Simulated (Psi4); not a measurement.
CH$_{3}$S (SMILES [CH2-]S), charge -1, singlet, geometry from GFN2-xTB (a gas-phase anion, which may not be bound at this level), atoms displaced at random by about 0.02 Å a coordinate; B3LYP/def2-SV(P) run with Psi4 1.11.

The Psi4 input:
```
memory 2 GB

molecule {
-1 1
  C    -0.19266074    1.18120847    0.00856631
  S    -0.04569716   -0.55648016    0.00655498
  H     1.29484197   -1.15840736    0.02319808
  H     0.27928710    1.57838419    0.92953212
  H     0.32027908    1.60407081   -0.87879219
}

set basis def2-sv(p)
set hess_update none

optimize('b3lyp')
print_variables()
```

Question: What does Psi4 print? Leave out banner, timings and long lists.

Answer: 
```
gradient() will perform analytic gradient computation.

   => Loading Basis Set <=

    Name: DEF2-SV(P)
    Role: ORBITAL
    Keyword: BASIS

         ---------------------------------------------------------
                                   SCF
               by Justin Turney, Rob Parrish, Andy Simmonett
                          and Daniel G. A. Smith
                              RKS Reference
         ---------------------------------------------------------

  ==> Geometry <==

    Molecular point group: c1
    Full point group: C1

    Geometry (in Angstrom), charge = -1, multiplicity = 1:

       Center              X                  Y                   Z               Mass
    ------------   -----------------  -----------------  -----------------  -----------------
         C           -0.153003156994     1.214774113764     0.000333857882    12.000000000000
         S           -0.006039576994    -0.522914516236    -0.001677472118    31.972071174400
         H            1.334499553006    -1.124841716236     0.014965627882     1.007825032230
         H            0.318944683006     1.611949833764     0.921299667882     1.007825032230
         H            0.359936663006     1.637636453764    -0.887024642118     1.007825032230

  Running in c1 symmetry.

  Rotational constants: A =      4.49323  B =      0.48299  C =      0.47678 [cm^-1]
  Rotational constants: A = 134703.59094  B =  14479.59502  C =  14293.46388 [MHz]
  Nuclear repulsion =   49.591562971511358

  Charge       = -1
  Multiplicity = 1
  Electrons    = 26
  Nalpha       = 13
  Nbeta        = 13

  ==> Algorithm <==

  SCF Algorithm Type is DF.
  DIIS enabled.
  MOM disabled.
  Fractional occupation disabled.
  Guess Type is SAD.
  Energy threshold   = 1.00e-08
  Density threshold  = 1.00e-08
  Integral threshold = 1.00e-12

  ==> Primary Basis <==

  Basis Set: DEF2-SV(P)
    Blend: DEF2-SV(P)
    Number of shells: 20
    Number of basis functions: 38
    Number of Cartesian functions: 40
    Spherical Harmonics?: true
    Max angular momentum: 2

  ==> DFT Potential <==

   => LibXC <=

    Version 7.1.2
    S. Lehtola, C. Steigemann, M. J. T. Oliveira, and M. A. L. Marques,  SoftwareX 7, 1–5 (2018) (10.1016/j.softx.2017.11.002)

   => Composite Functional: B3LYP <=

    B3LYP Hyb-GGA Exchange-Correlation Functional

    P. J. Stephens, F. J. Devlin, C. F. Chabalowski, and M. J. Frisch,  J. Phys. Chem. 98, 11623 (1994) (10.1021/j100096a001)

[...]
  @DF-RKS Final Energy:  -437.88943295094032
    Total Energy =                       -437.8894329509403178
  @DF-RKS Final Energy:  -437.88942998431321
    Total Energy =                       -437.8894299843132103
  @DF-RKS Final Energy:  -437.88940778188049
    Total Energy =                       -437.8894077818804931
  @DF-RKS Final Energy:  -437.88944657056925
    Total Energy =                       -437.8894465705692483
  @DF-RKS Final Energy:  -437.88944277425162
    Total Energy =                       -437.8894427742516200
  @DF-RKS Final Energy:  -437.88945090646297
    Total Energy =                       -437.8894509064629119
  @DF-RKS Final Energy:  -437.88945013162680
    Total Energy =                       -437.8894501316268020
[...]
	             B(1,2,3)     114.01633        0.00000        0.00417     114.02050
	             B(2,1,4)     114.83728       -0.00001       -0.02106     114.81622
	             B(2,1,5)     114.79574        0.00001        0.06582     114.86156
	             B(4,1,5)     110.26743        0.00000        0.01400     110.28143
	           D(3,2,1,4)     -65.13251        0.00001        0.43766     -64.69485
	           D(3,2,1,5)      64.23558        0.00002        0.50209      64.73767
	-------------------------------------------------------------------------------

	                                 ==> Convergence Check <==

	Measures of convergence in internal coordinates in au.

	Criteria marked as inactive (o), active & met (*), and active & unmet ( ).

	----------------------------------------------------------------------------------------------
	   Step    Total Energy     Delta E     Max Force     RMS Force      Max Disp      RMS Disp
	----------------------------------------------------------------------------------------------
	  Convergence Criteria     1.00e-06 *    3.00e-04 *             o    1.20e-03 *             o
	----------------------------------------------------------------------------------------------
	    12    -437.88945013    7.75e-07 *    2.94e-04 *    1.47e-04 o    8.76e-03      3.71e-03 o  ~
	----------------------------------------------------------------------------------------------

Next Geometry in Ang
	Fragment 1 (Ang)

	    C  -0.0854709180   1.2089240039   0.0064391293
	    S  -0.0309800437  -0.5258096771  -0.0071097744
	    H   1.3436899215  -1.0877573138   0.0181239704
	    H   0.3109546387   1.6809767626   0.9315565486
	    H   0.3498704459   1.6972056924  -0.8922779248

    Final optimized geometry and variables:
    Molecular point group: c1
    Full point group: C1

    Geometry (in Angstrom), charge = -1, multiplicity = 1:

    C           -0.085798279673     1.209040927487     0.006671150065
    S           -0.030994731787    -0.525987193537    -0.004214742595
    H            1.343660142301    -1.087382510648     0.014433491220
    H            0.308463082959     1.682861050686     0.931742309358
    H            0.352733830469     1.695007194013    -0.891900259006

  Variable Map:
  ----------------------------------------------------------------------------
[...]
  Array Variable Map:
  ----------------------------------------------------------------------------
[...]
Optimizer: Optimization complete!
```
